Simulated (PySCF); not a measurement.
CH₇B₃ClN.
Bonds: B1–N2, N2–B3, N2–B4, B4–C5, B4–Cl6. Hydrogens: H7, H8 on B1; H9, H10 on B3; H11, H12, H13 on C5.

Computed by this run: PySCF, PBE0-D3(BJ)/def2-SVP geometry optimisation, gas phase; density fitting, grid level 1; the optimiser is geomeTRIC in internal coordinates, started from a GFN2-xTB structure with every atom displaced at random (about 0.01 Å).

Step 0: E = -17178.3805 eV
```
atom  x, y, z in Å  |  force x, y, z in eV/Å
B1      1.0107    0.2920    1.2641   -0.322   0.560  -0.275
N2      1.2580   -0.9491    1.8627    0.862  -0.969   0.556
B3      0.2876   -2.0078    1.7806    1.397   0.333   0.669
B4      2.5498   -1.1561    2.5760   -0.894   0.420  -1.184
C5      3.9164   -0.7533    1.9647    0.060   0.430   0.970
Cl6     2.4478   -1.9158    4.1114    0.066  -0.538   1.116
H7      1.7765    1.1862    1.3492    0.602   0.465   0.054
H8     -0.0074    0.4822    0.6976   -0.634   0.040  -0.318
H9      0.5626   -3.0464    2.2650    0.075  -0.686   0.248
H10    -0.7095   -1.8255    1.2512   -1.461   0.294  -0.861
H11     4.7270   -0.8538    2.6928    0.180  -0.137  -0.008
H12     3.9245    0.2770    1.6131   -0.142   0.411  -0.196
H13     4.1223   -1.3640    1.1040    0.211  -0.624  -0.770
```

Step 1: E = -17178.5450 eV
```
atom  x, y, z in Å  |  force x, y, z in eV/Å
B1      1.0082    0.3012    1.2315    0.066  -0.070  -0.005
N2      1.2829   -0.9655    1.8559   -0.129   0.226  -0.041
B3      0.2927   -2.0053    1.8039   -0.267  -0.079  -0.060
B4      2.5410   -1.1612    2.5619    0.129  -0.307   0.596
C5      3.9255   -0.7246    1.9952   -0.008  -0.046  -0.166
Cl6     2.4802   -1.9907    4.1595   -0.012   0.269  -0.578
H7      1.8296    1.1853    1.2679    0.024  -0.010   0.011
H8     -0.0519    0.4824    0.6891   -0.035  -0.041   0.021
H9      0.5336   -3.0831    2.2857    0.004  -0.016   0.016
H10    -0.7647   -1.7972    1.2438    0.207   0.004   0.055
H11     4.7569   -0.8708    2.6921    0.043  -0.025   0.058
H12     3.9128    0.3240    1.6609   -0.018   0.011  -0.024
H13     4.1193   -1.3289    1.0852   -0.005   0.083   0.116
```

Q: Estimate the geometry and energy of step 2. (The exact step hangs on the optimiser's Hessian estimate; all steps are aligned on step 1, rigid shifts and turns removed.)

A: E = -17178.5591 eV, largest force 0.374 eV/Å
```
atom  x, y, z in Å  |  force x, y, z in eV/Å
B1      1.0106    0.2921    1.2249    0.018  -0.007  -0.017
N2      1.2807   -0.9666    1.8608   -0.033   0.068  -0.015
B3      0.2821   -2.0024    1.8156   -0.086  -0.033  -0.046
B4      2.5466   -1.1663    2.5590    0.040  -0.183   0.324
C5      3.9306   -0.7166    1.9988   -0.012   0.036  -0.065
Cl6     2.4857   -2.0103    4.1272    0.007   0.099  -0.226
H7      1.8393    1.1704    1.2433    0.008  -0.008  -0.004
H8     -0.0592    0.4699    0.6995   -0.006  -0.007   0.003
H9      0.5000   -3.0818    2.3068    0.029   0.025   0.018
H10    -0.7545   -1.7840    1.2366    0.035   0.007   0.011
H11     4.7610   -0.8680    2.6992   -0.013  -0.001   0.009
H12     3.9114    0.3358    1.6751    0.001  -0.004  -0.005
H13     4.1320   -1.3064    1.0857    0.013   0.010   0.013
```

The energy changes by -0.0141 eV. The first-order estimate −F·Δx gives -0.0207 eV and the mean of the old and new forces, exact on a quadratic surface, -0.0137 eV. The step makes an angle of 76° with the force vector and moves no atom by more than 0.040 Å.

The cost below is that of the whole optimisation. Time: 1.8 min of wall time; peak memory 0.53 GiB. Hardware: Arm Neoverse V1, one thread, no GPU, shared host with 32 logical CPUs at a one-minute load of 17.
